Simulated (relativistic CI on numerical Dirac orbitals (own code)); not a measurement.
## Spin-allowed bands of a d8 ion in an octahedral site, by hand

Problem. Take Δ = 9660 cm⁻¹ and B = 420 cm⁻¹ for a d8 ion in an octahedral site. Calculate the three spin-allowed bands.

Working.
1. The terms of highest spin are 3F (energy 0) and 3P (15B = 6300 cm⁻¹). Here the F term splits into A2 at −1.2Δ = -11592, T2 at −0.2Δ = -1932 and T1 at +0.6Δ = 5796 cm⁻¹.
2. The two T1 states mix through the element 0.4Δ: H = [[5796, 3864], [3864, 6300]], with roots ½(H₁₁ + H₂₂) ∓ ½√[(H₂₂ − H₁₁)² + 4H₁₂²] = ½(12096) ∓ ½(7744) = 2176 and 9920 cm⁻¹.
3. The ground term is 3A2 at -11592 cm⁻¹.
4. Bands: 3T2 9660 cm⁻¹ (1035 nm), 3T1(F) 13768 cm⁻¹ (726 nm), 3T1(P) 21512 cm⁻¹ (465 nm).

Check. Exact diagonalisation of the whole d8 shell with these parameters gives 3T2 9660, 3T1 13768, 3T1 21512 cm⁻¹. The match is exact, since without spin-orbit coupling no other term has this spin. The ratio of the second band to the first, 1.425, depends on Δ/B = 23.0 alone, which is how a Tanabe-Sugano diagram is read.
